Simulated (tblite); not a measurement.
Calculated harmonic vibrations of the isolated species, GFN2-xTB (tblite), most abundant isotopes, no scaling. This tight-binding method is rough: wavenumbers can miss measured ones by several per cent, in bad cases by 10 to 20. Modes of hydrogen on phosphorus can be 10 to 20 % off. One conformer each. Thermal functions are those of the rigid rotor and harmonic oscillator, without mixing of conformers.

Question: Order these by their heat capacity Cp at 298.15 K, highest first (J/(mol K)).
A. `Cc1cc(F)ccc1S(=O)(=O)Cl`
B. `Fc1ccoc1-c1ccco1`
C. `[O-]C1=C(F)[C@@H]2CC[C@H]12`
D. `C(C[PH2+]CC=C)CC`
E. `C#C/C=C\c1cs[cH+]s1`
F. `[O-]CCC(F)(F)C(F)(F)F`
G. `ClC(Cl)(Cl)C1CCC1`

Answer: A (187.0), D (181.0), F (156.2), E (147.2), B (143.7), G (137.6), C (113.4).

```
                     SMILES  atoms  mass (u)  symmetry number  modes under 300 cm⁻¹  ZPE (kJ/mol)  S translation (J/(mol K))  S rotation  S vibration      S     Cp
    Cc1cc(F)ccc1S(=O)(=O)Cl     18    207.98                1                     9         308.7                      175.4       131.4        141.8  448.6  187.0
             C=CC[PH2+]CCCC     24    131.10                1                    10         545.7                      169.7       124.6        156.4  450.7  181.0
      [O-]CCC(F)(F)C(F)(F)F     14    163.02                1                     7         205.3                      172.4       122.7        118.7  413.7  156.2
        C#C/C=C\c1cs[cH+]s1     14    152.98                1                     5         238.0                      171.6       125.5         99.4  396.5  147.2
           Fc1ccoc1-c1ccco1     16    152.03                1                     5         287.7                      171.5       125.0         89.1  385.6  143.7
          ClC(Cl)(Cl)C1CCC1     15    171.96                1                     7         285.4                      173.1       124.9        101.9  399.9  137.6
[O-]C1=C(F)[C@@H]2CC[C@H]12     14    113.04                1                     4         271.1                      167.8       116.9         57.1  341.9  113.4
```

Entropies and Cp are for 298.15 K and 1 bar.
